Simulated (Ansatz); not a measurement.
Steps of a relaxation of CF$_{3}$NOTi (`O=C=[N][Ti]([F])([F])[F]`) with RKS PBE-D4/def2-SVP.

```sh
$ ansatz run in.yaml --threads 4 --pin off --events-out ev --progress --plain --max-ram 11315MiB
```

```yaml
crystal:
  periodic: [false, false, false]
  atoms:
    - {symbol: O, position_ang: [0.672600, 2.476400, 1.427700]}
    - {symbol: C, position_ang: [0.268100, 1.834300, 0.446000]}
    - {symbol: N, position_ang: [-0.122400, 1.136500, -0.560900]}
    - {symbol: Ti, position_ang: [-0.117200, -0.896100, -0.379000]}
    - {symbol: F, position_ang: [-1.442800, -1.378000, 0.985700]}
    - {symbol: F, position_ang: [1.542400, -1.581500, 0.075700]}
    - {symbol: F, position_ang: [-0.739400, -1.659500, -2.040900]}
basis:
  gaussian: {orbitals: def2-SVP}
hamiltonian: {xc: pbe, dispersion: d4}
relax: {f_tol: 0.03, max_steps: 200}
```

Positions (Å) and forces (eV/Å) along the path, 11 of 11 steps:

```xyz
7
step=1 energy=-35814.9215 eV
O     0.673    2.476    1.428   -1.801   -2.408   -4.251
C     0.268    1.834    0.446    0.787    0.364    1.469
N    -0.122    1.137   -0.561    1.173   -0.212    3.130
Ti   -0.117   -0.896   -0.379   -1.707   -1.442   -0.247
F    -1.443   -1.378    0.986    2.800    0.999   -2.701
F     1.542   -1.581    0.076   -2.576    1.153   -0.669
F    -0.739   -1.659   -2.041    1.324    1.548    3.268
7
step=2 energy=-35816.4809 eV
O     0.647    2.424    1.346   -0.467   -0.514   -1.038
C     0.272    1.744    0.446    0.231    0.079    0.298
N    -0.103    1.025   -0.499    0.315    0.018    0.943
Ti   -0.166   -0.883   -0.378   -0.610   -0.750   -0.153
F    -1.335   -1.322    0.911    0.955    0.327   -1.008
F     1.438   -1.488    0.074   -0.846    0.316   -0.229
F    -0.691   -1.568   -1.946    0.422    0.525    1.187
7
step=3 energy=-35816.6038 eV
O     0.627    2.480    1.307   -0.026    0.192   -0.006
C     0.277    1.748    0.455    0.011   -0.132   -0.149
N    -0.080    0.989   -0.449    0.089    0.142    0.302
Ti   -0.174   -0.896   -0.375    0.270    0.255   -0.163
F    -1.294   -1.344    0.859   -0.392   -0.178    0.431
F     1.390   -1.522    0.058    0.193   -0.094    0.045
F    -0.684   -1.523   -1.901   -0.145   -0.185   -0.461
7
step=4 energy=-35816.6524 eV
O     0.598    2.616    1.234    0.024    0.196    0.061
C     0.286    1.785    0.464    0.146    0.382    0.312
N    -0.040    0.940   -0.358   -0.096   -0.421   -0.184
Ti   -0.168   -0.938   -0.350   -0.018    0.041   -0.194
F    -1.320   -1.425    0.863   -0.044   -0.054    0.054
F     1.393   -1.616    0.036    0.011   -0.037    0.009
F    -0.688   -1.432   -1.935   -0.023   -0.107   -0.057
7
step=5 energy=-35816.6768 eV
O     0.575    2.798    1.166   -0.313   -1.151   -0.832
C     0.305    1.849    0.496   -0.004    0.302    0.059
N     0.010    0.891   -0.235    0.331    0.804    0.851
Ti   -0.170   -0.981   -0.348   -0.070   -0.014   -0.092
F    -1.338   -1.516    0.842    0.139    0.032   -0.163
F     1.376   -1.717    0.000   -0.141    0.024   -0.038
F    -0.697   -1.391   -1.967    0.059    0.003    0.213
7
step=6 energy=-35816.6992 eV
O     0.572    2.808    1.152   -0.127   -0.499   -0.345
C     0.305    1.857    0.499    0.048    0.424    0.140
N     0.016    0.899   -0.214    0.098    0.031    0.280
Ti   -0.168   -0.971   -0.347   -0.084   -0.116   -0.123
F    -1.334   -1.531    0.830    0.101    0.057   -0.111
F     1.367   -1.735   -0.006   -0.094    0.053   -0.026
F    -0.696   -1.394   -1.961    0.059    0.049    0.185
7
step=7 energy=-35816.7292 eV
O     0.546    2.933    1.034    0.011    0.089    0.014
C     0.311    1.905    0.512   -0.055   -0.222   -0.127
N     0.062    0.843   -0.048    0.045    0.097    0.125
Ti   -0.163   -1.000   -0.327    0.001    0.032   -0.005
F    -1.351   -1.619    0.789   -0.022   -0.008    0.018
F     1.348   -1.822   -0.044    0.028   -0.012    0.003
F    -0.691   -1.308   -1.961   -0.007    0.023   -0.028
7
step=8 energy=-35816.7400 eV
O     0.516    3.006    0.917   -0.038   -0.178   -0.078
C     0.312    1.916    0.514    0.081    0.429    0.155
N     0.100    0.792    0.089   -0.032   -0.188   -0.057
Ti   -0.158   -1.019   -0.304    0.000   -0.053    0.010
F    -1.366   -1.680    0.766   -0.014   -0.006   -0.002
F     1.339   -1.883   -0.069    0.010   -0.008   -0.009
F    -0.682   -1.201   -1.958   -0.005    0.003   -0.018
7
step=9 energy=-35816.7429 eV
O     0.502    3.035    0.860    0.001    0.010   -0.001
C     0.314    1.925    0.516   -0.005   -0.022   -0.010
N     0.117    0.773    0.155   -0.002   -0.028    0.000
Ti   -0.155   -1.028   -0.292    0.008    0.052    0.017
F    -1.375   -1.709    0.752    0.000   -0.007   -0.005
F     1.336   -1.911   -0.085   -0.003   -0.007   -0.004
F    -0.677   -1.154   -1.952    0.001    0.001    0.004
7
step=10 energy=-35816.7432 eV
O     0.497    3.042    0.841   -0.001    0.003   -0.004
C     0.313    1.926    0.515    0.000   -0.004    0.001
N     0.122    0.766    0.175    0.006    0.037    0.012
Ti   -0.153   -1.026   -0.286   -0.008   -0.060   -0.014
F    -1.377   -1.719    0.747    0.005    0.007   -0.005
F     1.333   -1.920   -0.089   -0.006    0.009   -0.002
F    -0.674   -1.138   -1.948    0.004    0.008    0.011
7
step=11 energy=-35816.7434 eV
O     0.494    3.047    0.827    0.000    0.002   -0.001
C     0.313    1.926    0.515    0.000    0.000    0.000
N     0.126    0.762    0.190    0.000   -0.001    0.002
Ti   -0.152   -1.029   -0.283    0.000    0.000    0.000
F    -1.379   -1.724    0.744    0.000   -0.001    0.000
F     1.332   -1.925   -0.093    0.000   -0.001    0.000
F    -0.673   -1.125   -1.946    0.000    0.001    0.000
```

Hardware: 4 threads of an Arm Neoverse V1 on a shared host. Wall time 20 s, peak host memory 0.18 GiB.
